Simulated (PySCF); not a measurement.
[Dy(NH3)]2+ at several levels of theory

Computed with PySCF 2.14.0 (density fitting, no spin-orbit coupling) at the geometry relaxed with PBE0:

```xyz
5
[Dy(NH3)]2+ (singlet in the valence; each metal's 4f electrons, 10 of them, lie in its core potential, out of spins and levels)
Dy    0.0000    0.0000   -0.1817
N     0.0000    0.0000    2.3602
H     0.9321    0.0000    2.7991
H    -0.4661    0.8072    2.7991
H    -0.4660   -0.8072    2.7991
```

| level | basis | state | HOMO (eV) | gap (eV) | charge on Dy1 (e) | population of f-type functions on Dy1 (polarisation alone where 4f lies in the core) | dipole about the centre of mass (D) | largest force component (eV/Å) |
| --- | --- | --- | --- | --- | --- | --- | --- | --- |
| PBE0 | Dy lcecp-0-SVP with ECP56, N def2-SVP, H def2-SVP | singlet | – | – | 1.71 | 0.00 | 2.31 | 0.00 |
| wB97X | the same | singlet | – | – | 1.73 | 0.00 | 2.12 | 0.08 |
| TPSS | the same | singlet | – | – | 1.69 | 0.00 | 2.39 | 0.27 |

In the lcecp rows the 4f levels are missing from HOMO and gap, and the state counts the valence alone.

Charges are Mulliken's, which hang on the basis. The relaxation used the grid (50, 194), these runs (75, 302) or, all-electron (x2c bases, spin-free X2C Hamiltonian), (99, 590).

(1) What does PBE0 with Dy lcecp-0-TZVP with ECP56, N def2-TZVP, H def2-TZVP give here?

An lcecp potential fixes the number of 4f electrons, so in runs with it no electron can move into or out of that shell; real Dy(II) is rare or takes another configuration.

## Answers

(1) state singlet, charge on Dy1 (e) 1.82, population of f-type functions on Dy1 (polarisation alone where 4f lies in the core) 0.01, dipole about the centre of mass (D) 2.37, largest force component (eV/Å) 0.32. Time: 3.9 s on 2 threads of Arm Neoverse V2, on a shared host, from free ions and atoms.
